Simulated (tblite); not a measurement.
Compound: C7H4FP.
Atom-mapped SMILES: `[F:1][c:2]1[cH:3][cH:4][cH:5][c:6]([C:7]#[P:8])[cH:9]1` (hydrogens: H10 on C3; H11 on C4; H12 on C5; H13 on C9)

Structure optimised with GFN2-xTB, isolated species.

List the bond lengths and angles at this level.

```csv
bond,length (Å)
F1–C2,1.350
C2–C3,1.385
C3–C4,1.386
C4–C5,1.380
C5–C6,1.401
C6–C7,1.401
C7≡P8,1.558
C6–C9,1.400
C2–C9,1.378
C3–H10,1.078
C4–H11,1.080
C5–H12,1.080
C9–H13,1.079
```

A selection of angles:
```csv
angle,degrees
F1–C2–C3,118.8
F1–C2–C9,118.8
C3–C2–C9,122.4
C2–C3–C4,118.5
C3–C4–C5,120.6
C4–C5–C6,120.3
C5–C6–C7,120.4
C5–C6–C9,119.4
C7–C6–C9,120.1
C6–C7–P8,179.7
C2–C9–C6,118.7
```

The 7 C–C bonds span 1.378 Å (C2–C9, aromatic) to 1.401 Å (C5–C6, aromatic), a spread of 0.023 Å. The 9 heavy atoms lie in one plane (0.000 Å rms). The 6-membered ring C2–C3–C4–C5–C6–C9 has internal angles of 118.5° to 122.4°; it is planar, 0.00 Å rms from its mean plane, widest ring torsion 0°.

Point group: Cs (every atom within 0.08 Å of its image). Its GFN2-xTB frequencies are all real (lowest 87 cm⁻¹).

These are computed values.
